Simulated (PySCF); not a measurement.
PbH2, SMILES [PbH2] (connectivity only; charge and spin as stated), neutral, multiplicity 1.

The structure is a stationary point at B3LYP-D3(BJ)/def2-TZVPD. The def2 effective core potentials stand for the cores of Pb; spin–orbit coupling is left out.

Calculation: HF/def2-TZVPD run with PySCF.

Gas-phase values at a fixed geometry.

Computed frontier levels, gap, dipole moment and polarisability:
The highest occupied level comes out as -8.88 eV. The lowest empty level is -0.18 eV and the orbital gap comes out as 8.69 eV. The dipole moment is 1.55 D and the quadrupole, principal values (traceless, Buckingham form, about the centre of nuclear charge) comes out as -5.60, -2.95, 8.55 D·Å. The mean static polarisability is 51.4 bohr³ (7.61 Å³) and the polarisability, principal values is 38.3, 56.7, 59.1 bohr³.
